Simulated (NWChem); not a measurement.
CH7FN2Si; SMILES [Si@@H](N)(F)NC

```xyz
12

C      0.1297     2.3798    -0.0650
N     -0.3570     1.0794     0.3791
Si     0.0386    -0.4325    -0.3107
N     -1.2072    -1.5287     0.1343
F      1.3887    -1.1492     0.2333
H      0.4953     2.2946    -1.0934
H     -0.6729     3.1289    -0.0618
H      0.9559     2.7623     0.5516
H     -0.7396     1.0784     1.3181
H      0.3051    -0.1605    -1.7457
H     -1.0350    -2.5259     0.1387
H     -2.1760    -1.3145    -0.0623
```
Atoms are numbered in this order, from 1.

Computed with NWChem. Pople sets run with spherical d functions. Structure relaxed at the B3LYP/6-31G* (spherical d) level. Level B3LYP/6-31G*: energy and gradient on several grids; changes count from the extra-fine grid, which is no exact limit either.

```json
[
 {"grid": "xcoarse", "size of the energy change (μHa)": "1000", "largest change of a gradient component (μHa/bohr)": "2000", "time, medium = 1 (rough)": "about 1"},
 {"grid": "coarse", "size of the energy change (μHa)": "< 10", "largest change of a gradient component (μHa/bohr)": "100", "time, medium = 1 (rough)": "about 1"},
 {"grid": "medium", "size of the energy change (μHa)": "< 10", "largest change of a gradient component (μHa/bohr)": "80", "time, medium = 1 (rough)": "about 1"},
 {"grid": "fine", "size of the energy change (μHa)": "< 10", "largest change of a gradient component (μHa/bohr)": "< 30", "time, medium = 1 (rough)": "about 1"},
 {"grid": "xfine", "size of the energy change (μHa)": "< 10", "largest change of a gradient component (μHa/bohr)": "< 30", "time, medium = 1 (rough)": "2"}
]
```
